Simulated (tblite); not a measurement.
Species: C4H8BClSi2.
Atom-mapped SMILES: `[BH2:1][C:2]#[C:3][C@@H:4]1[SiH2:5][C@@H:6]1[SiH2:7][Cl:8]` (hydrogens: H9, H10 on B1; H11 on C4; H12, H13 on Si5; H14 on C6; H15, H16 on Si7)

Computed with GFN2-xTB (tblite), gas phase: L-BFGS steps from a force-field or distance-geometry start until the largest atomic force falls under 0.01 eV/Å.

Geometry at step 131:
```
atom  x, y, z in Å
B1      3.3029    0.6266   -0.4817
C2      2.0542    0.1295    0.1407
C3      1.0227   -0.2775    0.6427
C4     -0.1496   -0.8398    1.1761
Si5    -1.1919   -1.9114   -0.0213
C6     -1.5318   -0.2493    0.7990
Si7    -1.5709    1.4209   -0.0822
Cl8    -1.2726    2.8665    1.3159
H9      3.2374    1.3144   -1.4288
H10     4.3416    0.3127   -0.0396
H11    -0.0409   -1.1762    2.2025
H12    -0.8016   -1.9486   -1.4161
H13    -1.7218   -3.1245    0.5756
H14    -2.2311   -0.2771    1.6325
H15    -0.5360    1.5124   -1.1183
H16    -2.9184    1.6304   -0.6409
```

Question: Give the atomic forces at this geometry.

Answer: 
| atom | Fx (eV/Å) | Fy (eV/Å) | Fz (eV/Å) |
| --- | --- | --- | --- |
| B1 | -0.022 | 0.012 | 0.001 |
| C2 | 0.038 | 0.026 | -0.008 |
| C3 | 0.011 | -0.030 | 0.009 |
| C4 | 0.026 | -0.017 | -0.008 |
| Si5 | 0.004 | 0.008 | 0.029 |
| C6 | 0.000 | 0.014 | -0.008 |
| Si7 | -0.031 | 0.163 | -0.069 |
| Cl8 | 0.005 | -0.142 | -0.177 |
| H9 | 0.019 | 0.022 | -0.015 |
| H10 | 0.014 | 0.007 | 0.005 |
| H11 | -0.040 | -0.003 | 0.019 |
| H12 | 0.005 | 0.008 | -0.001 |
| H13 | -0.074 | -0.001 | 0.001 |
| H14 | 0.033 | -0.052 | 0.005 |
| H15 | -0.155 | 0.016 | 0.161 |
| H16 | 0.165 | -0.031 | 0.056 |

The largest, 0.23 eV/Å, acts on Cl8 (H15 within 3 % of it); the rms over all components is 0.062 eV/Å. The forces sum to zero within rounding, as they must for an isolated molecule in no field.

Question: Give the force on Cl8 in Eh/bohr and in nN.

Answer: 0.227 eV/Å ÷ 51.422 = 0.00441 Eh/bohr, and 0.227 eV/Å × 1.602 = 0.36 nN.

Question: How far is this geometry from the end of the optimisation?

Answer: 0.023 eV above it, and 0.229 Å rms away after alignment. The bonds farthest from their final lengths, with half the difference of the two atoms' forces along the bond (positive lengthens):

| bond | now (Å) | final (Å) | force along bond (eV/Å) |
| --- | --- | --- | --- |
| Si7–Cl8 | 2.033 | 2.015 | -0.14 |
| Si7–H16 | 1.474 | 1.464 | -0.13 |
| Si7–H15 | 1.467 | 1.458 | -0.13 |
| C3–C4 | 1.405 | 1.407 | -0.01 |
| C4–Si5 | 1.915 | 1.913 | -0.01 |
| Si5–C6 | 1.884 | 1.883 | -0.01 |

The angle farthest from its final value is C2–C3–C4, 175.7° against 178.2°.

Of the 2 listed bonds off by 0.010 Å or more, this force points towards the final length in 2.

The cost below is that of the whole relaxation. The run took 3.3 s of wall time on an Arm Neoverse N1 with one thread, no GPU, shared host with 64 logical CPUs at a one-minute load of 61.
